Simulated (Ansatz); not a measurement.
CH7BOSi can be A, `BCO[SiH3]`, or B, `BO[SiH2]C`.

Isolated molecules relaxed with PBE0-D4/def2-TZVP in Ansatz; ΔE leaves out vibrations. CCSD(T)/CBS is the MP2 limit (def2-TZVPP, def2-QZVPP) plus CCSD(T) − MP2 in def2-TZVPP, frozen cores. DFT in def2-TZVPP. B3LYP here is the variant with VWN-RPA as its local correlation; programs differ in this. One conformer a species, not always the lowest.

**Question.** Which is lower in electronic energy at CCSD(T)/CBS, and by how much? (Best estimate.)

**Answer.** The calculation gave: B, by 58.6 kcal/mol.

**Question.** Give E(B) − E(A) in kcal/mol with PBE-D4, HF/def2-TZVPP, B3LYP, PBE0-D4, MP2/def2-TZVPP, B2PLYP, CCSD(T)/def2-SVP. (An estimate is asked.)

**Answer.** Computed: PBE-D4 -56.4, HF/def2-TZVPP -56.8, B3LYP -57.1, PBE0-D4 -57.1, MP2/def2-TZVPP -59.9, B2PLYP -58.3, CCSD(T)/def2-SVP -58.3. None reverses the order clearly.

**Question.** Does the order hold for the free energy at 298.15 K (harmonic terms from PBE0-D4)? (Best estimate.)

**Answer.** Ansatz gave: Yes: G(B) − G(A) = -56.7 kcal/mol, for one conformer each. Modes under 60 cm⁻¹, often nearly free rotors, make the harmonic entropy too high.

Largest T1 diagnostic: 0.012.

From BLYP to BHLYP (50 % exact exchange), in def2-TZVPP and without D4, E(B) − E(A) moves by −1.3 kcal/mol. In def2-TZVPP, CCSD(T) changes the Hartree–Fock value by −1.4 kcal/mol (the triples alone add −0.2 kcal/mol) and MP2 by −3.1 kcal/mol.
